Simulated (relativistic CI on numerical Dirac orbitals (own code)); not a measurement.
Computed by Dirac-Coulomb-Breit CI, orbitals from a KLI potential per configuration, model QED (radiative potential, 1s self-energy scaled to tabulated hydrogen-like ionisation energies), unscaled Slater integrals (own radial code, finite nucleus).

The strongest absorption lines from the ground level of an ion, among the configurations computed and to levels below about 6450 eV (vacuum wavelength in Å, gf): 1.9239 (0.05), 1.9281 (0.027), 2.1421 (0.12), 2.1525 (0.065), 2.8383 (0.46), 2.8821 (0.27), 38.022 (0.13), 121.09 (0.019).

Problem. Which ion is it?
A. Te L
B. Cd XLVI
C. Cd XLIV
D. Cd XLVIII

Solution. B. Cd XLVI has 3 electrons and the ground level 2s ²S1/2; the strongest line goes to 3p ²P°3/2. The pattern of lines fixes the number of electrons, and along that sequence the line energies rise steadily with the charge (about as its square where n changes within one kind of shell, about linearly where n is kept but much faster in heavy ions where fine structure, which grows about as Z⁴, sets the gap, and irregularly where shells cross), which fixes Z. Configurations outside the model, such as inner-shell arrays, can give stronger lines. At this charge energies of transitions that change n are usually good to better than 1 %, and those within a shell (Δn = 0) to a few per cent.
